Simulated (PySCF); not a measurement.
# `C=CCB/C(C)=C/Cl`, C6H10BCl

Molfile (atoms numbered from 1):
```
C6H10BCl
     RDKit          3D

 18 17  0  0  0  0  0  0  0  0999 V2000
   -3.3533    0.3662    0.3123 C   0  0  0  0  0  0  0  0  0  0  0  0
   -2.4075   -0.2268   -0.3922 C   0  0  0  0  0  0  0  0  0  0  0  0
   -0.9914    0.2424   -0.4774 C   0  0  0  0  0  0  0  0  0  0  0  0
    0.0867   -0.7671    0.0813 B   0  0  0  0  0  0  0  0  0  0  0  0
    1.5754   -0.3341    0.1792 C   0  0  0  0  0  0  0  0  0  0  0  0
    2.0167    1.0229   -0.2902 C   0  0  0  0  0  0  0  0  0  0  0  0
    2.4499   -1.2064    0.6950 C   0  0  0  0  0  0  0  0  0  0  0  0
    4.1348   -0.9264    0.9012 Cl  0  0  0  0  0  0  0  0  0  0  0  0
   -3.1604    1.2635    0.8784 H   0  0  0  0  0  0  0  0  0  0  0  0
   -4.3592   -0.0151    0.3576 H   0  0  0  0  0  0  0  0  0  0  0  0
   -2.6315   -1.1278   -0.9484 H   0  0  0  0  0  0  0  0  0  0  0  0
   -0.9057    1.2170    0.0107 H   0  0  0  0  0  0  0  0  0  0  0  0
   -0.7520    0.4219   -1.5326 H   0  0  0  0  0  0  0  0  0  0  0  0
   -0.2154   -1.8498    0.4096 H   0  0  0  0  0  0  0  0  0  0  0  0
    1.5099    1.7967    0.2840 H   0  0  0  0  0  0  0  0  0  0  0  0
    1.7490    1.1590   -1.3368 H   0  0  0  0  0  0  0  0  0  0  0  0
    3.0899    1.1558   -0.1828 H   0  0  0  0  0  0  0  0  0  0  0  0
    2.1555   -2.1856    1.0395 H   0  0  0  0  0  0  0  0  0  0  0  0
  1  2  2  0
  2  3  1  0
  3  4  1  0
  4  5  1  0
  5  6  1  0
  5  7  2  0
  7  8  1  0
  1  9  1  0
  1 10  1  0
  2 11  1  0
  3 12  1  0
  3 13  1  0
  4 14  1  0
  6 15  1  0
  6 16  1  0
  6 17  1  0
  7 18  1  0
M  END
```

Method: PySCF, GIAO B3LYP/pcSseg-1 magnetisability, rotational g tensor and spin-rotation constants, non-relativistic, gas phase. Geometry: GFN2-xTB.

(1) What are the magnetisability and the molar susceptibility?

(2) Split it along the inertial axes a, b, c into diamagnetic and paramagnetic parts about the centre of mass, with the quadrupole moment.

(3) And the rotational g tensor?

Results:

(1) Isotropic -1309 × 10⁻³⁰ J/T², or -78.9 × 10⁻⁶ cm³/mol; principal values -1543, -1225, -1160 × 10⁻³⁰ J/T², anisotropy 356 × 10⁻³⁰ J/T² (root of half the summed squared differences of the principal values). The susceptibility is in cgs units.

(2) 
```csv
axis,χ (10⁻⁶ cm³/mol),diamagnetic (10⁻⁶ cm³/mol),paramagnetic (10⁻⁶ cm³/mol),summed x² of all electrons (Å²),quadrupole Θ (D Å)
a,-73.1,-338.0,264.9,503.6,-6.70
b,-72.1,-2236.3,2164.2,56.1,+3.47
c,-91.3,-2374.7,2283.4,23.5,+3.23
```
Anisotropies 2χaa − χbb − χcc = +17.1 and 2χbb − χaa − χcc = +20.2 × 10⁻⁶ cm³/mol. Θ is traceless in Buckingham's convention.

(3) 
| axis | rotational constant (GHz) | g | nuclear part | electronic part |
| --- | --- | --- | --- | --- |
| a | 6.0446 | -0.0767 | 0.6754 | -0.7521 |
| b | 0.5416 | -0.0086 | 0.5420 | -0.5506 |
| c | 0.5133 | -0.0036 | 0.5471 | -0.5507 |

Asymmetric top; isotopes 11B, 12C, 35Cl, 1H; no vibrational averaging.
